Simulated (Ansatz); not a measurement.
# Relaxing a trial structure of AlFH2NSi

The starting geometry of this gas-phase doublet was optimised with GFN2-xTB; its bonds are those of `[F][Al]1[NH][SiH]1`.

```
atom    x (Å)    y (Å)   z (Å)
  Al  -1.4926  -1.7761  0.1230
   F  -2.9216  -2.6490  0.2592
   N  -0.6356  -0.7725  1.4639
  Si   0.5513  -0.4317  0.2735
   H  -0.6093  -0.4285  2.4178
   H   1.5608   0.4396  0.9571
```

Q: Predict what it relaxes into with B3LYP-D3(BJ)/def2-SVP.

A: A bond breaks, giving a structure given below by its coordinates. Contacts that open: Al1–Si4 (2.45 → 3.12 Å).

The energy falls by 0.43 eV over 10 steps:

| step | E − E(last) (eV) |
| --- | --- |
| 1 | 0.429 |
| 2 | 0.263 |
| 3 | 0.137 |
| 4 | 0.067 |
| 5 | 0.037 |
| 6 | 0.008 |
| 7 | 0.001 |
| 8 | 0.000 |
| 9 | 0.000 |
| 10 | 0.000 |

Final geometry (Å):

```xyz
6

Al   -1.6732   -1.9219    0.0286
F    -3.0049   -2.4865    0.8685
N    -0.5105   -0.8724    0.9569
Si    0.9254   -0.2009    0.2267
H    -0.7227   -0.6796    1.9395
H     1.4389    0.5430    1.4741
```

Frequencies at the end are all real (lowest 66 cm⁻¹). Open shells are spin-unrestricted. Run with Ansatz 0.2.0, 84 s on 1 thread of Intel(R) Xeon(R) Processor @ 2.50GHz (Skylake/Cascade Lake), with other jobs on the host.
